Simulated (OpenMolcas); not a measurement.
## Ir3+: moving or changing the point charges

Ir3+ among 4 point charges of -2.5 e arranged as a tetrahedron (Td), 2.02 Å from the ion.

| Item | Value |
| --- | --- |
| Program | OpenMolcas 26.06 |
| Method | SS-CASPT2, IPEA 0.25 Eh, imaginary shift 0.1 Eh (closed shells correlated: 4f 5s 5p) |
| Basis | ANO-RCC-VTZP [8s7p5d3f1g] |
| Scalar Hamiltonian | DKH2, point nucleus |
| Active space | 6 electrons in 5 orbitals (5d) |
| State averaging | 2S+1 = 5 even, 5 roots; 2S+1 = 3 even, 45 roots; 2S+1 = 1 even, 50 roots |
| Spin-orbit coupling | state interaction with AMFI integrals over the reference wave functions |

Runs around this geometry, states (labels of Td). Energies in cm-1 above the lowest state or level, χT in cm3 K/mol.

```tsv
R (Å)	q (e)	Ground state	First state of that spin	First gap with spin-orbit (degeneracies)	χT at 300 K	First state of another spin
2.02	-1.25	5E	5T2 2440	160 (1, 3)	4.911	3T1 15940
1.9	-2.5	5E	5T2 3370	260 (1, 3)	4.421	3T1 14080
2.02	-2.5	5E	5T2 3280	230 (1, 3)	4.565	3T1 14830
2.16	-2.5	5E	5T2 2770	190 (1, 3)	4.767	3T1 15520
```

Taking the first state of the same spin as R^-n, n = -ln(2770 / 3370) / ln(2.16 / 1.9) = 1.5 between the shortest and longest distance.

Scaling the charges by -1.25 / -2.5 = 0.50 scales the first state of the same spin by 2440 / 3280 = 0.74; with fixed orbitals a first-order splitting would follow the charge.

Roots that are degenerate in the reference are averaged as groups; the widest CASPT2 spread within a group is 610 cm-1 (the 3-fold group of multiplicity 3 near 40400 cm-1 above the lowest state of its run, R = 1.9, q = -2.5). Shifts and gaps below about the spread of the groups concerned are not significant. An orbital doublet at a regular site is open to a Jahn-Teller distortion, which this geometry leaves out. Point charges give a weaker field than real ligands, and real ions of this kind are as a rule low spin; the high spin found here belongs to the model. The ground term spreads over less than 5000 cm-1, several times less than with real ligands, so orbital moments are less quenched and χT lies further from the spin-only value than at real sites. Free-ion shares, where given, are those of the reference states; single-state CASPT2 does not remix them. Spin-orbit coupling mixes the spin-free states strongly: the lowest level takes only 61 % from its leading state, 5E (figures for R = 2.02, q = -1.25; the like holds for R = 1.9, q = -2.5, R = 2.02, q = -2.5, R = 2.16, q = -2.5). Point charges carry no covalency, so the field is a model and not that of real ligands. No measured value stands beside these numbers.
